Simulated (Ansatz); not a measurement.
Job for Ansatz (a program for electronic structure): R-wB97M-V/def2-TZVPP on C2H4F2 (SMILES FCCF), a point of a torsion scan.

Ansatz 0.2 input:
```yaml
crystal:
  periodic: [false, false, false]
  atoms:
    - {symbol: F, position_ang: [1.38918697, 0.67386656, -0.81011198]}
    - {symbol: C, position_ang: [0.74629486, -0.14725344, 0.07551827]}
    - {symbol: C, position_ang: [-0.76327716, 0.02053084, -0.02922895]}
    - {symbol: F, position_ang: [-1.20123817, -0.29520073, -1.28636492]}
    - {symbol: H, position_ang: [1.08706291, 0.11755621, 1.08077381]}
    - {symbol: H, position_ang: [1.04248113, -1.17088768, -0.17750090]}
    - {symbol: H, position_ang: [-1.26756313, -0.64753773, 0.67517922]}
    - {symbol: H, position_ang: [-1.05228212, 1.06185940, 0.14883659]}
basis:
  gaussian:
    orbitals: def2-TZVPP
hamiltonian:
  xc: {name: wB97M-V}
scf: {lower_state_search: off}
```

**Question.** What total energy does the run end on?

**Answer.** -278.3182 hartree.

**Question.** How many basis functions does it have, and what does it roughly cost on one machine?

**Answer.** 180 functions; roughly 5 core-seconds.
